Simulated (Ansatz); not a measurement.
Several settings on one geometry of GeEtH3 (C2H8Ge) (that of the charge 0 singlet, B3LYP-D4/def2-SVP). Ansatz on 4 threads of Intel Xeon on a shared host; times are rough.

```tsv
atom	x (Å)	y (Å)	z (Å)
Ge1	-0.3126	-0.4303	-1.4299
C2	-0.2817	-0.4167	0.5450
C3	0.5254	0.7435	1.1365
H4	0.1257	-1.3862	0.8776
H5	-1.3280	-0.3835	0.8924
H6	0.5159	0.7231	2.2392
H7	1.5801	0.7079	0.8169
H8	0.1223	1.7210	0.8235
H9	1.1321	-0.4656	-1.9799
H10	-1.0014	0.8490	-1.9584
H11	-1.0777	-1.6623	-1.9629
```

Totals from different functionals, basis sets or treatments of relativity can't be compared as stabilities.

Scalar relativity in a set contracted without it gives distorted totals.

The spins typed aren't always the lowest for that charge.

Task: Give the basis size and estimate the energy, ⟨S²⟩ and time of these runs.

| run | method | charge | state | further keys |
| --- | --- | --- | --- | --- |
| 1 | UKS B97M-V/def2-SVPD | 0 | triplet | forces asked |
| 2 | RKS r2SCANh/STO-3G | 0 | singlet | pseudopotentials: {relativity: scalar}; scf: {lower_state_search: off} |
| 3 | UKS B97M-V/def2-mTZVP | 0 | triplet | scf: {lower_state_search: full} |
| 4 | RKS B97M-V/cc-pVDZ | 0 | singlet | pseudopotentials: {relativity: none}; scf: {lower_state_search: off} |

Result: 
```
run  functions  energy (Eh)  ⟨S²⟩  wall time
  1        142   -2157.0560  2.00       34 s
  2         36   -2150.0107     –     0.96 s
  3         98   -2157.3774  2.00       52 s
  4         95   -2157.5984     –      2.7 s
```
